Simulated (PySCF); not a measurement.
Compound: CH7BBiP.
Numbering: `[CH3:1][B:2]([PH2:3])[BiH2:4]` (hydrogens: H5, H6, H7 on C1; H8, H9 on P3; H10, H11 on Bi4)

Computed by this run: PBE0-D3(BJ)/def2-SVP geometry optimisation, gas phase, def2 core potentials past Kr in PySCF; density fitting, grid level 1; the optimiser is geomeTRIC in internal coordinates, started from a GFN2-xTB structure with every atom displaced at random (about 0.01 Å).

Step 0: E = -16946.0239 eV
```
atom  x, y, z in Å  |  force x, y, z in eV/Å
C1     -0.1277   -1.5787    0.2744   -1.368   1.591  -0.303
B2     -0.1628   -0.0649   -0.2426    0.286  -0.836   0.077
P3     -1.7407    0.9463   -0.0507    0.109  -0.082  -0.409
Bi4     1.6882    0.7048   -1.5390   -0.456   0.048  -0.015
H5      0.7912   -1.8228    0.7403    1.410  -0.365   0.677
H6     -0.9543   -1.7904    0.9641   -0.059  -0.140   0.119
H7     -0.2363   -2.2345   -0.5788   -0.047  -0.502  -0.665
H8     -1.1912    2.2026    0.2198    0.136   0.566  -0.089
H9     -2.0469    0.6593    1.2855   -0.246  -0.286   0.477
H10     2.6900    0.5169   -0.0859    0.184  -0.082   0.225
H11     1.3193    2.3847   -1.0325    0.052   0.088  -0.095
```

Step 1: E = -16946.1311 eV
```
atom  x, y, z in Å  |  force x, y, z in eV/Å
C1     -0.1461   -1.5575    0.2765    0.300  -0.167   0.015
B2     -0.1508   -0.0649   -0.1961   -0.111   0.044  -0.044
P3     -1.6972    0.9936   -0.0185    0.095   0.059   0.218
Bi4     1.6348    0.6659   -1.5539   -0.005  -0.032   0.045
H5      0.7797   -1.7770    0.8533   -0.235   0.064  -0.157
H6     -1.0123   -1.8643    0.8812   -0.028   0.010   0.028
H7     -0.0967   -2.2178   -0.6120    0.008   0.020   0.088
H8     -1.1945    2.2814    0.3258   -0.022  -0.108  -0.085
H9     -2.1610    0.5970    1.2733   -0.032   0.049  -0.098
H10     2.7054    0.4763   -0.1230    0.037   0.001  -0.014
H11     1.3673    2.3907   -1.1522   -0.008   0.059   0.004
```

Q: Estimate the geometry and energy of step 2. (The exact step hangs on the optimiser's Hessian estimate; all steps are aligned on step 1, rigid shifts and turns removed.)

A: E = -16946.1381 eV, largest force 0.119 eV/Å
```
atom  x, y, z in Å  |  force x, y, z in eV/Å
C1     -0.1395   -1.5735    0.2727    0.013  -0.017  -0.017
B2     -0.1671   -0.0761   -0.1928   -0.031   0.004   0.000
P3     -1.6962    1.0042   -0.0132    0.081  -0.050   0.072
Bi4     1.6193    0.6703   -1.5430    0.003   0.051   0.016
H5      0.7863   -1.7780    0.8401   -0.033   0.028  -0.018
H6     -0.9984   -1.8900    0.8845   -0.003   0.005   0.003
H7     -0.0854   -2.2348   -0.6117   -0.006   0.001   0.018
H8     -1.1687    2.2838    0.2987    0.000  -0.011  -0.028
H9     -2.1828    0.6433    1.2761   -0.033   0.013  -0.021
H10     2.7115    0.4750   -0.1277    0.002   0.001  -0.012
H11     1.3497    2.3993   -1.1291    0.007  -0.026  -0.010
```

The energy changes by -0.0071 eV. The first-order estimate −F·Δx gives -0.0129 eV and the mean of the old and new forces, exact on a quadratic surface, -0.0077 eV. The step makes an angle of 75° with the force vector and moves no atom by more than 0.051 Å.

What follows is the cost of the whole optimisation. Time: 32 s wall; peak memory 0.46 GiB. Hardware: an Arm Neoverse V1 with one thread, shared host with 32 logical CPUs at a one-minute load of 12.
